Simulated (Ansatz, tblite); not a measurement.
Spin states of the cluster Au2Br⁺ (the lowest singlet isomer of a short search), each relaxed with r2SCAN-D4/def2-TZVP in Ansatz. Electronic energies in the gas phase.

In the def2 sets Au takes a core potential; there is no spin–orbit coupling. The xTB rows come from tblite. LC-ωPBE has ω = 0.4 bohr⁻¹. Correlated methods freeze 9 core orbitals; core or outer-core shells of Au, Br are correlated, in sets that lack core-valence functions. The structure comes from a short search, and lower isomers may exist.

Singlet geometry (C2v within 0.1 Å):

Cartesian coordinates in Å:
```
Au 1.021 -1.054 0.517
Au -1.030 -0.089 -1.163
Br 0.009 1.143 0.646
```

Triplet geometry (C2v within 0.1 Å):

```csv
atom,x (Å),y (Å),z (Å)
Au1,-0.717,0.555,1.164
Au2,0.757,-1.255,0.173
Br3,-0.040,0.700,-1.337
```

Quintet geometry (C2v within 0.1 Å):

```xyz
3

Au    1.348    0.063   -0.746
Au   -0.149   -0.598    1.414
Br   -1.199    0.535   -0.668
```

⟨S²⟩: triplet 2.01 at PBE0-D4/def2-TZVP (pure 2.00), quintet 6.01 at PBE0-D4/def2-TZVP (pure 6.00).

Only these spin states were relaxed.

Second-order perturbation terms are unreliable where d shells bring near-degenerate states, and here PBE-QIDH/def2-TZVP lies more than 0.4 eV from the median of the functionals without such a term.

Task: Estimate which spin state lies lowest at each of these levels, and by how much: GFN1-xTB; GFN2-xTB; PBE-D4/def2-TZVP; r2SCAN-D4/def2-TZVP; r2SCANh-D4/def2-TZVP; PBE0-D4/def2-TZVP; r2SCAN0-D4/def2-TZVP; LC-ωPBE/def2-TZVP; ωB97M-V/def2-TZVP; PBE-QIDH/def2-TZVP; RPA@PBE/def2-TZVP.

Result: 
| level | triplet − singlet (kcal/mol) | quintet − singlet (kcal/mol) | lowest of these | remarks |
| --- | --- | --- | --- | --- |
| GFN1-xTB | 17.7 | 64.2 | singlet | – |
| GFN2-xTB | 57.9 | 172.0 | singlet | – |
| PBE-D4/def2-TZVP | 36.8 | 96.9 | singlet | – |
| r2SCAN-D4/def2-TZVP | 37.8 | 98.0 | singlet | – |
| r2SCANh-D4/def2-TZVP | 40.7 | 104.2 | singlet | – |
| PBE0-D4/def2-TZVP | 45.0 | 114.3 | singlet | – |
| r2SCAN0-D4/def2-TZVP | 45.2 | 112.7 | singlet | – |
| LC-ωPBE/def2-TZVP | 54.8 | 127.0 | singlet | – |
| ωB97M-V/def2-TZVP | 54.6 | 130.0 | singlet | – |
| PBE-QIDH/def2-TZVP | 51.7 | 127.2 | singlet | test for broken spin undecided (singlet) |
| RPA@PBE/def2-TZVP | 39.8 | 101.1 | singlet | – |

Change of the quintet − singlet gap on mixing in exact exchange, in kcal/mol: PBE to PBE0 (25 % exact exchange) 17.5; r2SCAN to r2SCANh (10 % exact exchange) 6.2; r2SCAN to r2SCAN0 (25 % exact exchange) 14.7. The xTB methods have no spin-polarisation term.
